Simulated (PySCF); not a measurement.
Calculated NMR parameters of CCC/C(C)=C/CF

```
Formula                               : C7H13F
SMILES                                : CCC/C(C)=C/CF
InChI                                 : InChI=1S/C7H13F/c1-3-4-7(2)5-6-8/h5H,3-4,6H2,1-2H3/b7-5+
Point group of the computed structure : C1
Degrees of unsaturation               : 1
Carbon signals                        : 7
Proton signals                        : 6
```

Molfile (atoms numbered from 1):
```
C7H13F
     RDKit          3D

 21 20  0  0  0  0  0  0  0  0999 V2000
    3.1411    0.1756    0.5026 C   0  0  0  0  0  0  0  0  0  0  0  0
    1.7413   -0.4021    0.3726 C   0  0  0  0  0  0  0  0  0  0  0  0
    0.6572    0.6759    0.3528 C   0  0  0  0  0  0  0  0  0  0  0  0
   -0.7391    0.1484    0.1592 C   0  0  0  0  0  0  0  0  0  0  0  0
   -1.2501   -0.7536    1.2446 C   0  0  0  0  0  0  0  0  0  0  0  0
   -1.4343    0.4716   -0.9432 C   0  0  0  0  0  0  0  0  0  0  0  0
   -2.8054    0.0309   -1.3159 C   0  0  0  0  0  0  0  0  0  0  0  0
   -3.5623    1.1145   -1.7087 F   0  0  0  0  0  0  0  0  0  0  0  0
    3.2473    0.7598    1.4311 H   0  0  0  0  0  0  0  0  0  0  0  0
    3.3747    0.8496   -0.3372 H   0  0  0  0  0  0  0  0  0  0  0  0
    3.9065   -0.6150    0.5178 H   0  0  0  0  0  0  0  0  0  0  0  0
    1.6649   -1.0001   -0.5519 H   0  0  0  0  0  0  0  0  0  0  0  0
    1.5549   -1.1028    1.2042 H   0  0  0  0  0  0  0  0  0  0  0  0
    0.8858    1.4045   -0.4422 H   0  0  0  0  0  0  0  0  0  0  0  0
    0.6973    1.2331    1.3080 H   0  0  0  0  0  0  0  0  0  0  0  0
   -2.3374   -0.9020    1.2046 H   0  0  0  0  0  0  0  0  0  0  0  0
   -0.9966   -0.3447    2.2361 H   0  0  0  0  0  0  0  0  0  0  0  0
   -0.7811   -1.7501    1.1863 H   0  0  0  0  0  0  0  0  0  0  0  0
   -0.9631    1.1312   -1.6818 H   0  0  0  0  0  0  0  0  0  0  0  0
   -3.3239   -0.4752   -0.4853 H   0  0  0  0  0  0  0  0  0  0  0  0
   -2.7692   -0.6737   -2.1678 H   0  0  0  0  0  0  0  0  0  0  0  0
  1  2  1  0
  2  3  1  0
  3  4  1  0
  4  5  1  0
  4  6  2  0
  6  7  1  0
  7  8  1  0
  1  9  1  0
  1 10  1  0
  1 11  1  0
  2 12  1  0
  2 13  1  0
  3 14  1  0
  3 15  1  0
  5 16  1  0
  5 17  1  0
  5 18  1  0
  6 19  1  0
  7 20  1  0
  7 21  1  0
M  END
```

No relativistic terms, one averaged value for each set of equivalent atoms, gas phase, one computed conformer. Geometry from PBE0-D3(BJ)/def2-SVP; HF/pcSseg-1 with gauge-including orbitals; PySCF 2.14.

Referencing at the same level of theory: 1H (σref 31.69) and 13C (σref 190.85) vs TMS; 19F (σref 246.35) vs CFCl3.

```tsv
carbon	δC, type	δH (multiplicity)	HMBC from (2–3 bonds)	span of the C tensor (ppm)
C1	16.2, CH3	1.05 (m)	H14/H15, H12/H13	26
C2	23.2, CH2	1.05 (m)	H14/H15, H9/H10/H11	21
C3	41.8, CH2	1.72 (t)	H19, H16/H17/H18, H9/H10/H11, H12/H13	40
C4	148.1, C	–	H19, H20/H21, H14/H15, H16/H17/H18, H12/H13	257
C5	15.7, CH3	1.66 (s)	H19, H14/H15	27
C6	128.1, CH	5.69 (m)	H20/H21, H14/H15, H16/H17/H18	194
C7	71.3, CH2	4.65 (m)	H19	78
```

Other nuclei:
| atoms | nucleus | environment | δ (ppm) | σ (ppm) |
| --- | --- | --- | --- | --- |
| F8 | 19F | fluorine on an sp3 carbon | -194.7 | 441.0 |

Carbon types of the structure: 1 × C, 1 × CH, 3 × CH2, 2 × CH3, which accounts for all hydrogens. δC 148.1: fully substituted alkene carbon; an sp2 carbon of a C=C bond. δC 128.1: alkene CH; the olefinic region. δC 71.3: allylic sp3 CH2 bonded to F; the inductive effect lowers its shielding. δC 23.2: sp3 CH2; aliphatic region, no heteroatom directly attached. δH 1.72: hydrogen on an allylic sp3 CH2; allylic position.

Splittings by 19F in the carbon and heteronuclear signals aren't shown, as no couplings were computed. Shifts are as computed. Against solution values, carbons near 30 ppm lie about -0 ppm off and those near 130 ppm about +7 ppm. Of 1211 compounds with measured shifts, 218 miss one by over three times the rms of a fit or turn the order of signals round; such compounds aren't used in these exercises. Unscaled 19F shifts against computed CFCl3 carry errors that often reach 10 to 50 ppm. Multiplicities follow the n + 1 count of equivalent neighbours, as no J values were calculated; m marks all less simple cases, F and P coupling included.
